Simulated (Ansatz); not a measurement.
Reaction (redistribution): `Cl[SiH](Cl)[GeH3]` + `NCO[SiH](O)F` → `O[SiH](F)[SiH](Cl)Cl` + `NC[O][GeH3]`

Computed with Ansatz on PBE0-D4/def2-TZVP structures; ΔE is electronic, products minus reactants. CCSD(T)/CBS is the MP2 limit (def2-TZVPP, def2-QZVPP) plus CCSD(T) − MP2 in def2-TZVPP, frozen cores. For Ge outer-core shells are correlated without core-valence functions, which leaves a few kJ/mol of doubt a bond. Scalar relativity is left out up to krypton. Each species was taken in one conformer, which may not be the lowest.

```tsv
species	MP2/def2-TZVPP energy (Eh)
`Cl[SiH](Cl)[GeH3]`	-3286.52980
`NCO[SiH](O)F`	-635.47701
`O[SiH](F)[SiH](Cl)Cl`	-1674.37052
`NC[O][GeH3]`	-2247.58819
```

Question: Work out ΔE.

Answer: ΔE = (-1674.37052) + (-2247.58819) − (-3286.52980) − (-635.47701) = 0.04810 Eh = +30.2 kcal/mol. CCSD(T)/CBS gives +30.2 kcal/mol.

Largest T1 diagnostic among the species: 0.012.

From PBE to PBE0 (25 % exact exchange), in def2-TZVPP and without D4, ΔE moves by +2.0 kcal/mol. In def2-TZVPP, CCSD(T) changes the Hartree–Fock value by −1.5 kcal/mol (the triples alone add −0.6 kcal/mol) and MP2 by −1.0 kcal/mol.
